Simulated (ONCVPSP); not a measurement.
## cobalt (Co): one change to an ONCV potential, before and after

* Element: cobalt (Co)
* Generator: ONCVPSP 4.0.1
* Type: optimised norm-conserving Vanderbilt (ONCV)
* Functional: LDA (Perdew-Wang 92)
* Relativity: non-relativistic
* Frozen core: [Ne] 3s2
* Valence charge: 15
* Reference configuration: 3p6 3d7 4s1.5 4p0.5
* Partial waves: 4s: rc 2.55 bohr, ncon 4, nbas 6, qcut 2.8 1/bohr, 1 projector; 3p+4p: rc 1.30 bohr, ncon 3, nbas 7, qcut 10.4 1/bohr, 2 projectors; 3d: rc 1.05 bohr, ncon 4, nbas 9, qcut 13.1 1/bohr, 1 projector
* Local potential: polynomial inside 1.00 bohr (lpopt 2, dvloc0 0 Ha)
* Core correction: Teter function, fcfact 4.25, rcfact 1.25

Change: all radii but the core radius scaled by about 0.92 (s 2.34, p 1.20, d 0.96 bohr); local potential polynomial inside 0.92 bohr (lpopt 2, dvloc0 0 Ha).

Cutoffs: the cutoffs (Ha) at which the residual kinetic energy of the hardest occupied pseudo-wave falls to 1 and 0.1 mHa per electron; they do not see the model core or the augmentation charge, which bear on the density cutoff. Errors are all-electron minus pseudo energies relative to the spin-unpolarised reference configuration.

Q: How do hardness, ghosts and transferability respond?

A: The potential gets harder (74 Ha and 84 Ha → 80 Ha and 204 Ha); both files keep a bound ghost (s); of the 4 tests that both files solve, the error grows in 0 and shrinks in 1 by more than 15 % and 0.3 meV (median size 1.4 → 1.2 meV). A smaller radius makes the pseudo-wave follow the all-electron one further in, where it bends more sharply, so more plane waves are needed.

```csv
quantity,base,changed
"cutoff, loose",74 Ha,80 Ha
"cutoff, tight",84 Ha,204 Ha
loose cutoff by channel,"s 4.5 Ha, p 36 Ha, d 74 Ha","s 6.4 Ha, p 37 Ha, d 80 Ha"
bound ghosts,s,s
GHOST(+) flags under 300 eV,none,none
"error for 3p6 3d7 4s2 4p0, meV [ΔE -2.10 eV]",-1.2,-1.1
"error for 3p6 3d7 4s1 4p0, meV [ΔE 7.03 eV]",-1.4,-1.0
"error for 3p6 3d7 4s0 4p0, meV [ΔE 23.86 eV]",-22,-21
"error for 3p6 3d7 4s1 4p1, meV [ΔE 2.17 eV]",-1.4,-1.2
"rms error of d²Exc/dni dnj with the model core, mHa",2.61,2.62
```

 A true bound ghost makes a file unfit for plane-wave use even where its test errors are small: the radial tests pick states by their node count and pass the ghost by.
